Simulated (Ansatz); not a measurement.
Reaction (substitution at a C–Ge bond): `C[O][Ge]([CH3])([OH])[OH]` + `[OH][Hf]([Cl])([Cl])[Cl]` → `C[O][Hf]([Cl])([Cl])[Cl]` + `C[O][GeH]([OH])[OH]`

Isolated molecules relaxed with PBE0-D4/def2-TZVP in Ansatz; ΔE leaves out vibrations. CCSD(T)/CBS adds triple-zeta CCSD(T) − MP2 to the extrapolated MP2 energy (def2 sets, frozen cores). Functionals use def2-TZVPP. B3LYP here is the variant with VWN-RPA as its local correlation; programs differ in this. def2 core potentials past Kr. For Ge, Hf outer-core shells are correlated without core-valence functions, which leaves a few kJ/mol of doubt a bond. Scalar relativity is left out up to krypton. Each species was taken in one conformer, which may not be the lowest.

```csv
level,ΔE (kJ/mol),difference from CCSD(T)/CBS
PBE-D4,82.3,-8.6
r2SCAN-D4,86.3,-4.6
PBE0-D4,85.5,-5.4
B3LYP-D4,80.3,-10.6
ωB97X-V,83.3,-7.6
ωB97M-V,88.4,-2.5
B2PLYP,80.7,-10.2
PBE,79.6,-11.3
r2SCAN,85.7,-5.2
PBE0,83.3,-7.6
HF/def2-TZVPP,72.9,-18.0
MP2/def2-TZVPP,91.1,0.2
CCSD/def2-TZVPP,85.8,-5.1
CCSD(T)/def2-TZVPP,86.0,-4.9
HF/def2-QZVPP,71.6,-19.3
CCSD/CBS(def2),90.7,-0.2
CCSD(T)/CBS,90.9,0
```

Largest T1 diagnostic among the species: 0.014.

In def2-TZVPP, CCSD(T) changes the Hartree–Fock value by +13.1 kJ/mol (the triples alone add +0.2 kJ/mol) and MP2 by +18.3 kJ/mol. The D4 term adds +4.2 kJ/mol with B3LYP and +2.2 kJ/mol with PBE0; it sums over pairs of atoms, weighted by their polarisabilities, and B3LYP, whose exchange is more repulsive, gets the larger term. From PBE to PBE0 (25 % exact exchange), in def2-TZVPP and without D4, ΔE moves by +3.6 kJ/mol.
